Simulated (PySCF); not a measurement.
PySCF job for H6Mo, SMILES [MoH6-], charge -1, multiplicity 2, PBE-D3(BJ)/def2-TZVPD. Geometry optimised at PBE-D3(BJ)/def2-TZVPD. A frequency run showed that this geometry is not a minimum. The spin state was assumed, not searched. The def2 effective core potentials stand for the cores of Mo; spin–orbit coupling is left out.

```python
import numpy as np
from pyscf import gto, scf, dft, df
from pyscf.hessian import thermo

mol = gto.M(
    atom='''
    Mo    0.00000000    0.00000000   -0.07563087
    H    -1.76643420    0.00000000   -0.53485902
    H     0.00000000   -1.45775375    0.77116735
    H    -0.87403367    0.00000000    1.35193999
    H     1.76643420    0.00000000   -0.53485902
    H     0.87403367    0.00000000    1.35193999
    H     0.00000000    1.45775375    0.77116735
    ''',
    basis='def2-TZVPD',
    ecp={'Mo': 'def2-tzvp'},
    charge=-1,
    spin=1,
    max_memory=1600,
    verbose=3,
)
mf = dft.UKS(mol, xc='pbe').density_fit(auxbasis='def2-universal-jkfit')
mf.disp = 'd3bj'
mf.grids.level = 3
mf.conv_tol = 1e-11
mf.max_cycle = 100
mf.kernel()
fine, coarse = mf.grids, dft.Grids(mol).set(level=1).build(with_non0tab=True)
for _ in range(3):  # follow internal instabilities
    mf.grids = coarse
    mo, _, stable, _ = mf.stability(return_status=True, nroots=4)
    mf.grids = fine
    if stable:
        break
    mf.kernel(mf.make_rdm1(mo, mf.mo_occ))

# [left out here: the lines that compute and print the analytic Hessian (its translational invariance restored by hand, since the grid's response is missing), thermochemistry and intensities]
```

Log of the run:

```

WARN: HOMO -0.457484902781527 >= LUMO -0.457484902781529

converged SCF energy = -71.7379198378949  <S^2> = 0.75929739  2S+1 = 2.0092759
<class 'pyscf.df.df_jk.DFUKS'> wavefunction is stable in the internal stability analysis

WARN: DFTD3 does not support analytical Hessian, using finite difference


WARN: Mole.unit (angstrom) is changed to Bohr

Mode                                 0                   1                   2
Irrep
Freq [cm^-1]                     -417.3390           -371.5634           -209.3883
Reduced mass [au]                   1.0080              1.0266              1.0370
Force const [Dyne/A]               -0.1034             -0.0835             -0.0268
Char temp [K]                    -600.4579           -534.5970           -301.2632
Normal mode                   x     y     z       x     y     z       x     y     z
       0  Mo                -0.00  0.00 -0.00   -0.01 -0.00  0.00   -0.00  0.02  0.00
       1   H                -0.00 -0.49 -0.00   -0.02  0.00 -0.42    0.00 -0.68 -0.00
       2   H                -0.40  0.00 -0.00    0.53  0.00  0.00    0.00 -0.01 -0.08
       3   H                 0.00  0.31  0.00    0.14 -0.00  0.09   -0.00 -0.13 -0.00
       4   H                -0.00  0.49  0.00   -0.02 -0.00  0.42   -0.00 -0.68 -0.00
       5   H                 0.00 -0.31 -0.00    0.14  0.00 -0.09   -0.00 -0.13  0.00
       6   H                 0.41 -0.00  0.00    0.53 -0.00 -0.00   -0.00 -0.01  0.08
Mode                                 3                   4                   5
Irrep
Freq [cm^-1]                       74.1457            626.6625            803.5370
Reduced mass [au]                   1.0081              1.0210              1.0080
Force const [Dyne/A]                0.0033              0.2362              0.3835
Char temp [K]                     106.6791            901.6278           1156.1108
Normal mode                   x     y     z       x     y     z       x     y     z
       0  Mo                -0.00  0.00  0.00   -0.00  0.00 -0.01   -0.00  0.00 -0.00
       1   H                -0.02 -0.00 -0.30   -0.17 -0.00  0.67   -0.00  0.04  0.00
       2   H                -0.39 -0.00 -0.00    0.00 -0.03 -0.05    0.40  0.00  0.00
       3   H                 0.46 -0.00  0.22   -0.00 -0.00 -0.08    0.00  0.58 -0.00
       4   H                -0.02 -0.00  0.30    0.17 -0.00  0.67    0.00 -0.04  0.00
       5   H                 0.46 -0.00 -0.22    0.00  0.00 -0.08    0.00 -0.58 -0.00
       6   H                -0.39 -0.00  0.00    0.00  0.03 -0.05   -0.40  0.00 -0.00
Mode                                 6                   7                   8
Irrep
Freq [cm^-1]                      850.5740            893.8390           1041.0599
Reduced mass [au]                   1.0098              1.0150              1.0191
Force const [Dyne/A]                0.4304              0.4778              0.6507
Char temp [K]                    1223.7867           1286.0353           1497.8534
Normal mode                   x     y     z       x     y     z       x     y     z
       0  Mo                -0.00 -0.00  0.00   -0.00  0.00  0.01   -0.00  0.00  0.01
       1   H                 0.00 -0.05 -0.00    0.02  0.00 -0.02    0.07  0.00 -0.03
       2   H                 0.00 -0.27 -0.38    0.00 -0.36 -0.53    0.00 -0.15 -0.21
       3   H                 0.00  0.53  0.00    0.23 -0.00  0.15   -0.59 -0.00 -0.27
       4   H                -0.00 -0.05 -0.00   -0.02  0.00 -0.02   -0.07  0.00 -0.03
       5   H                -0.00  0.53  0.00   -0.23 -0.00  0.15    0.59 -0.00 -0.27
       6   H                -0.00 -0.27  0.38    0.00  0.36 -0.53    0.00  0.15 -0.21
Mode                                 9                  10                  11
Irrep
Freq [cm^-1]                     1464.5860           1564.7021           1851.3841
Reduced mass [au]                   1.0356              1.0124              1.0081
Force const [Dyne/A]                1.3088              1.4604              2.0359
Char temp [K]                    2107.2131           2251.2580           2663.7296
Normal mode                   x     y     z       x     y     z       x     y     z
       0  Mo                -0.02  0.00 -0.00   -0.00  0.00  0.01    0.00  0.00 -0.00
       1   H                 0.68 -0.00  0.07   -0.67 -0.00 -0.17   -0.02 -0.00 -0.04
       2   H                 0.03 -0.00  0.00   -0.00  0.03 -0.06   -0.00 -0.54  0.35
       3   H                 0.09 -0.00  0.04   -0.01 -0.00 -0.08    0.13 -0.00 -0.25
       4   H                 0.68  0.00 -0.07    0.67 -0.00 -0.17    0.02  0.00 -0.04
       5   H                 0.09  0.00 -0.04    0.01  0.00 -0.08   -0.13 -0.00 -0.25
       6   H                 0.03 -0.00  0.00   -0.00 -0.03 -0.06    0.00  0.54  0.35
Mode                                12                  13                  14
Irrep
Freq [cm^-1]                     1863.0951           1886.7080           1922.4272
Reduced mass [au]                   1.0253              1.0129              1.0325
Force const [Dyne/A]                2.0970              2.1244              2.2482
Char temp [K]                    2680.5791           2714.5527           2765.9447
Normal mode                   x     y     z       x     y     z       x     y     z
       0  Mo                -0.00 -0.01 -0.00   -0.01 -0.00 -0.00    0.00 -0.00 -0.02
       1   H                -0.00  0.01 -0.00   -0.02 -0.00  0.02   -0.11  0.00  0.02
       2   H                 0.00  0.59 -0.37    0.03 -0.00  0.00   -0.00 -0.22  0.17
       3   H                 0.00  0.03 -0.00    0.33 -0.00 -0.62   -0.29 -0.00  0.56
       4   H                 0.00  0.01 -0.00   -0.02  0.00 -0.02    0.11  0.00  0.02
       5   H                -0.00  0.03 -0.00    0.33  0.00  0.62    0.29 -0.00  0.56
       6   H                -0.00  0.59  0.37    0.03  0.00  0.00   -0.00  0.22  0.17
temperature 298.1500 [K]
pressure 101325.00 [Pa]
Rotational constants [GHz] 49.87902 41.71622 36.94669
Symmetry number 2
Zero-point energy (ZPE) 0.03381 [Eh]   88779.185 [J/mol]
                           tot       elec      trans        rot        vib
Entropy [J/mol/K]       267.053      5.763    166.427     73.630     21.232
Cv [J/mol/K]             46.785      0.000     12.472     12.472     21.842
Cp [J/mol/K]             55.100      0.000     20.786     12.472     21.842
Internal energy [J/mol]                      3718.434   3718.434  91860.589
Internal energy [Eh]   -71.70010  -71.73792
Enthalpy [J/mol]                             6197.391   3718.434  91860.589
Enthalpy [Eh]          -71.69916
Gibbs free energy [J/mol]                  -43422.761 -18234.451  85530.168
Gibbs free energy [Eh] -71.72948
mode   freq/cm-1   IR/(km/mol)
   1     -417.34         0.000
   2     -371.56        38.626
   3     -209.39       143.481
   4       74.15       137.072
   5      626.66        79.346
   6      803.54         0.000
   7      850.57       134.415
   8      893.84         6.333
   9     1041.06       101.081
  10     1464.59       770.095
  11     1564.70       207.141
  12     1851.38         0.016
  13     1863.10       382.054
  14     1886.71       106.985
  15     1922.43       117.834
max |gradient| / (hartree/bohr): 1.7700124175870256e-05
APT charges: [ 0.3068 -0.3865 -0.2105 -0.0563 -0.3865 -0.0563 -0.2105]
```

Self-consistency was reached. The end point has an imaginary mode, so it is no minimum.

Cost: roughly 70 core-seconds.
